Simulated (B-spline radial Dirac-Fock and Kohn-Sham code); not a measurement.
W: eigenvalues, ΔSCF and the reference

System: the free tungsten atom, [Xe] 4f14 5d3 6s2 6p1 (not the ground configuration).

The density-functional columns are spherical, spin-unpolarised Dirac-Kohn-Sham results without Breit or QED terms: −ε is minus the orbital energy of the initial state and ΔSCF the difference of two total energies. The reference in the last column comes from multi-electron Dirac-Fock with separately optimised hole states, Breit and Lamb-shift corrections added in first order. All numbers are from a radial B-spline solver, in eV; a selection of levels is shown. The Kohn-Sham columns are given as differences from the reference. For the 1s level of heavy atoms much of the gap between ΔSCF and the reference is the Breit and QED part, -349.2 eV here; for other levels the error of the functional can be larger.

```
     level  LDA −ε − DF  LDA ΔSCF − DF  Dirac-Fock
    K (1s)       -215.6         +337.0     69533.0
   L1 (2s)       -158.1          -58.5     12119.4
L2 (2p1/2)       -110.6          +18.2     11555.7
L3 (2p3/2)       -124.3          -13.9     10218.3
   M1 (3s)        -81.4          -54.0      2838.6
M2 (3p1/2)        -63.9          -34.1      2589.9
M3 (3p3/2)        -63.1          -36.3      2297.1
M4 (3d3/2)        -41.5           -8.8      1883.8
M5 (3d5/2)        -42.7          -11.1      1821.4
   N1 (4s)        -43.0          -30.9       614.2
N2 (4p1/2)        -35.3          -23.3       510.5
N3 (4p3/2)        -35.4          -24.0       442.7
N4 (4d3/2)        -23.3          -12.2       272.5
N5 (4d5/2)        -23.3          -12.3       260.0
N6 (4f5/2)         -6.9           +3.1       45.54
N7 (4f7/2)         -7.0           +2.8       43.41
   O1 (5s)        -11.2           -4.4       94.16
O2 (5p1/2)         -6.2           +0.1       60.55
O3 (5p3/2)         -6.3           -0.3       50.61
 O4,5 (5d)         -3.3           +1.2       10.86
   P1 (6s)         -1.3           +1.9        8.92
 P2,3 (6p)         -2.0           +0.5        4.50
```

Values without a named source are computed, but for edge energies of neutral atoms, which are taken from tables.
